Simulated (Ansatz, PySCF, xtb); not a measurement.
Pair of molecules: CH4O (SMILES CO) (first 6 atoms) with H2 (SMILES [H][H]); geometry from B3LYP-D3(BJ)/def2-TZVP, rigid monomers moved along the line of their centres of mass till O2···H7 is 3.54 Å.
(charge 0, multiplicity 1):
```xyz
8

C      0.68555     0.34948    -0.35468
O     -0.66138     0.20278     0.07653
H      1.37289    -0.28148     0.21927
H      0.95633     1.39134    -0.19043
H      0.80218     0.12518    -1.42035
H     -0.93647    -0.70742    -0.07222
H     -0.24018    -0.39815     3.54381
H      0.02933    -0.63760     4.19708
```

Monomers are frozen at their geometry in the pair; levels with a basis set take the counterpoise correction. Rows marked so take none.

Correlated levels freeze the cores. Rows in 3-21G, 6-31G* carry no dispersion term and start afresh at each structure (6-31G* with six Cartesian d functions).

Programs: Ansatz (a program for electronic structure); PySCF for 3-21G rows, 6-31G* rows, the dispersion terms; xtb for the GFN methods. Each number belongs to the level named beside it.

| level | interaction energy (meV) |
|---|---|
| GFN-FF | -5.9 |
| HF/3-21G (no counterpoise) | -11.1 |
| HF/6-31G* | -5.0 |
| r2SCAN-D4/def2-TZVPPD | -12.0 |
| B3LYP-D3(BJ)/def2-TZVPPD | -12.4 |
| PBE0/def2-TZVPPD | -12.0 |
| MP2/aug-cc-pVTZ | [?] |
| SCS-MP2/aug-cc-pVDZ | -11.3 |
| CCSD(T)/aug-cc-pVTZ | [?] |

Q: What belongs in the gaps?

A: 
- MP2/aug-cc-pVTZ, interaction energy (meV): -14.2
- CCSD(T)/aug-cc-pVTZ, interaction energy (meV): -14.7
